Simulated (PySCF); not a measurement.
**Two-dimensional NMR puzzle**

Compound of formula C₈H₁₄NP. Correlations simulated from computed shifts and the bond graph:

HSQC (one-bond C–H):
```
  δH     δC
7.88  157.9
7.20  129.0
4.03   50.3
2.82   35.3
1.42   32.0
1.41   21.5
```

COSY cross peaks (H two or three bonds apart, from the bond graph; peaks can be absent where the dihedral angle is near 90°):
```
  δH    δH
4.03  1.41
2.82  1.42
```

HMBC (two and three bonds, from the bond graph):
```
  δH                        δC
7.88        169.4, 129.0, 50.3
7.20  169.4, 157.9, 50.3, 35.3
4.03        157.9, 129.0, 21.5
2.82        169.4, 129.0, 32.0
1.42         169.4, 35.3, 32.0
1.41                      50.3
```

Carbons without hydrogens: δ 169.4.

How the numbers were obtained: GFN2-xTB geometry, NMR shieldings at PBE0/pcSseg-1/GIAO, in PySCF 2.14 (rapidly exchanging positions averaged, isolated molecule, non-relativistic Hamiltonian, one computed conformer).

References, each an isolated molecule treated in the same way: $^{1}$H (σ = 31.72 ppm), $^{13}$C (σ = 186.93 ppm) against TMS.

Exchangeable hydrogens are left out of these lists.

Task: Assemble the structure.

Result: SMILES p1cn(CC)cc1C(C)C.

Atoms are numbered as in `[CH3:1][CH2:2][n:3]1[cH:4][p:5][c:6]([CH:7]([CH3:8])[CH3:9])[cH:10]1`. Hydrogens are named by the atom that carries them.

- δC 169.4 is C6, a substituted aromatic carbon.
- δC 157.9 is C4, an aromatic CH next to a ring nitrogen (δH 7.88).
- δC 129.0 is C10, an aromatic CH next to a ring nitrogen (δH 7.20).
- δC 50.3 is C2, an sp3 CH2 bonded to N (δH 4.03).
- δC 35.3 is C7, an sp3 CH on an aromatic ring (δH 2.82).
- δC 32.0 is C8/C9, a methyl carbon (δH 1.42).
- δC 21.5 is C1, a methyl carbon (δH 1.41).
- HMBC from δH 7.88 reaches the proton-free carbon C6.
- HMBC from δH 7.20 reaches the proton-free carbon C6.
- HMBC from δH 2.82 reaches the proton-free carbon C6.
- HMBC from δH 1.42 reaches the proton-free carbon C6.
- COSY links 4.03–1.41, 2.82–1.42.

The data come from this structure; uniqueness wasn't tested.

Shifts are as computed. Against solution values, carbons near 30 ppm lie about +3 ppm off and those near 130 ppm about +5 ppm. Of 1211 compounds with measured shifts, 218 miss one by over three times the rms of a fit or turn the order of signals round; such compounds aren't used in these exercises.
